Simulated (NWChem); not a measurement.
# Correlation energy of ClTl

SMILES: [Cl][Tl]
```xyz
2

Tl     0.0000     0.0000    -0.4371
Cl     0.0000     0.0000     2.0825
```
Charge 0, spin multiplicity 1.

Program: NWChem. All single points use one geometry, from PBE0/def2-SVP with def2 effective core potentials on Tl, a minimum by its harmonic frequencies.

Basis set: def2-SVP. Each correlation energy counts from its own Hartree-Fock reference.

Effective core potentials replace the inner electrons of Tl; spin-orbit coupling is left out. The correlated methods keep 9 core orbitals frozen. The structure started from a generated list of species. Coupled-cluster values serve here as a point of comparison, not as the truth.

Question: For the correlation energy, MP2 gives -194.7 mHa and SCS-MP2 gives -189.7 mHa. What do CR-CCSD[T], CR-CCSD(T), CCSD give?

Answer: CR-CCSD[T]: -222.5 mHa; CR-CCSD(T): -222.2 mHa; CCSD: -217.3 mHa.
